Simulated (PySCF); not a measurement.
Dipole response of Ir⁻ (iridium, charge -1)

[Xe] 4f14 5d8 6s2, high-spin 3F determinant. Calculation: PySCF 2.14, in aug-cc-pVTZ-PP with ECP60MDF; scalar relativity through the core potential. Coupled (time-dependent) response in atomic units; α is the mean over directions.

```csv
method,mean α (bohr³),C₆ (like pair),S(−4)
UHF,597.7,9068,968600
```

S(−4) is the Cauchy moment in α(ω) = α(0) + S(−4) ω² + …

Spin-orbit coupling is absent.

α(iu) at UHF:

```
u (hartree)  α(iu) (bohr³)
          0          597.7
     0.0500          194.9
      0.100          104.2
      0.200          49.54
      0.300          30.83
      0.500          16.96
      0.750          10.50
       1.00          7.364
       1.50          4.316
       2.00          2.868
       3.00          1.537
       5.00         0.6454
```

A single London oscillator, α(iu) = α/(1 + u²/ω²), gives C₆ = (3/4) ω α². Matching the computed C₆ needs ω = 4 × 9068 / (3 × 597.7²) = 0.0338 hartree.

For an ion, C₆ is the dispersion term alone; charge-induced terms of lower order in 1/R come first.

Energies and moments cover only the electrons outside the core potential. Spin-orbit coupling, absent here, splits the open shell strongly. ⟨S²⟩ = 2.09 against 2.00 shows spin contamination.
